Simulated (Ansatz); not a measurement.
F₅Nb, SMILES [F][Nb+]([F])([F])([F])[F] (connectivity only; charge and spin as stated), charge +1, multiplicity 2. Atoms are numbered in the order given.

```xyz
6

Nb     0.0051    -0.0251    -0.3473
F     -0.0242     0.1450     2.1493
F     -0.0599    -0.0145    -2.1316
F      1.7506     0.0486     0.0501
F     -0.9300     1.4280     0.1484
F     -0.7416    -1.5820     0.1311
```
Charge +1, spin multiplicity 2.

Coordinates come from a PBE0-D3(BJ)/def2-SVP optimisation. The spin state was assumed, not searched. The def2 effective core potentials stand for the cores of Nb; spin–orbit coupling is left out.

Two levels are set side by side: PBE-D3(BJ)/def2-SVP (Ansatz, a program for electronic structure) and PBE0-D3(BJ)/def2-SVP (Ansatz). Each level has its own optimised geometry; the coordinates shown are those of the second. Differences are taken from unrounded values.

| quantity | PBE0-D3(BJ) |
|---|---|
| mean bond length (Å) | 1.934 |
| bond Nb1–F2 (Å) | 2.503 |
| bond Nb1–F3 (Å) | 1.785 |
| bond Nb1–F4 (Å) | 1.792 |
| bond Nb1–F5 (Å) | 1.798 |
| bond Nb1–F6 (Å) | 1.792 |

Question: What does PBE-D3(BJ) give, and how far is it from PBE0-D3(BJ)? (An estimate is asked for; the answer gives what the named calculation found.)

Answer: 
| quantity | PBE-D3(BJ) | PBE-D3(BJ) minus PBE0-D3(BJ) |
|---|---|---|
| mean bond length (Å) | 1.884 | -0.050 |
| bond Nb1–F2 (Å) | 2.009 | -0.493 |
| bond Nb1–F3 (Å) | 1.813 | 0.028 |
| bond Nb1–F4 (Å) | 1.804 | 0.012 |
| bond Nb1–F5 (Å) | 1.990 | 0.192 |
| bond Nb1–F6 (Å) | 1.804 | 0.012 |
